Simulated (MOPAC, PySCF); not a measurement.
C₄H₈Si, SMILES `C1=C([Si@H]1C)C`, neutral singlet in the gas phase. 

Z-matrix (Å, degrees):
```
C
C 1 1.3351
H 2 1.0835 1 134.33
C 1 1.4846 2 136.85 3 0.02
H 4 1.0928 1 110.54 2 121.51
H 4 1.0928 5 106.57 1 -120.02
H 4 1.0931 5 108.60 6 -116.82
Si 2 1.8059 3 156.86 1 -179.89
H 8 1.4823 2 120.49 3 76.41
C 8 1.8701 9 110.44 2 154.50
H 10 1.0906 8 110.70 9 179.32
H 10 1.0924 11 108.52 8 121.88
H 10 1.0925 11 108.41 12 116.51
```
Charge 0, multiplicity 1.

All levels are single points at this geometry (B3LYP-D3(BJ)/def2-TZVP); Pople sets use spherical d functions. Orbital energies aren't observables, and empty levels follow the basis.

AM1 in MOPAC gives gap (eV) = 10.41.

**Question.** Estimate the gap (eV) from each of these levels: B3LYP-D3(BJ)/def2-TZVP in PySCF; PBE-D3(BJ)/def2-TZVP in PySCF; B3LYP/6-311+G** in PySCF; M06-2X/6-31G* in PySCF; PBE/6-31G* in PySCF.

**Answer.** 
```
level                            gap (eV)
-------------------------------  --------
B3LYP-D3(BJ)/def2-TZVP in PySCF      6.81
PBE-D3(BJ)/def2-TZVP in PySCF        5.01
B3LYP/6-311+G** in PySCF             6.71
M06-2X/6-31G* in PySCF               9.60
PBE/6-31G* in PySCF                  5.30
```
